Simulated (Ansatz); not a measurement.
One change: `C[SiH2][SnH2][SH]` becomes `C[SiH2][SnH2][F]`.

Ansatz, PBE0-D4/def2-TZVP geometries, multiplicity 1. Each molecule was computed in one conformer, which needn't be the lowest.

Elements past krypton have def2 core potentials.

| property | `C[SiH2][SnH2][SH]` |
| --- | --- |
| HOMO energy (ωB97M-V/def2-TZVPP) / eV | -9.04 |
| HOMO–LUMO gap (B3LYP/def2-TZVPP) / eV | 5.82 |
| size of the dipole moment (ωB97M-V/def2-TZVPP) / D | 2.11 |
| size of the dipole moment (PBE/def2-TZVPP) / D | 1.98 |
| size of the dipole moment (B3LYP/def2-TZVPP) / D | 2.08 |
| LUMO energy (PBE/def2-TZVPP) / eV | -1.47 |

(1) Give the same properties after the change, and the shifts. (Best estimate.)

Results:

(1) Ansatz gave: 
| property | `C[SiH2][SnH2][F]` | shift |
| --- | --- | --- |
| HOMO energy (ωB97M-V/def2-TZVPP) / eV | -9.95 | -0.91 |
| HOMO–LUMO gap (B3LYP/def2-TZVPP) / eV | 6.55 | 0.73 |
| size of the dipole moment (ωB97M-V/def2-TZVPP) / D | 2.89 | 0.78 |
| size of the dipole moment (PBE/def2-TZVPP) / D | 2.70 | 0.72 |
| size of the dipole moment (B3LYP/def2-TZVPP) / D | 2.89 | 0.81 |
| LUMO energy (PBE/def2-TZVPP) / eV | -1.74 | -0.27 |

With PBE0 the HOMO falls by 0.98 eV and the LUMO falls by 0.28 eV, so the gap widens by about 0.70 eV. PBE moves the HOMO by -0.98 eV and ωB97M-V by -0.91 eV. Dipoles are sizes alone; their direction can turn.

B3LYP here is the variant with VWN-RPA as its local correlation; programs differ in this.
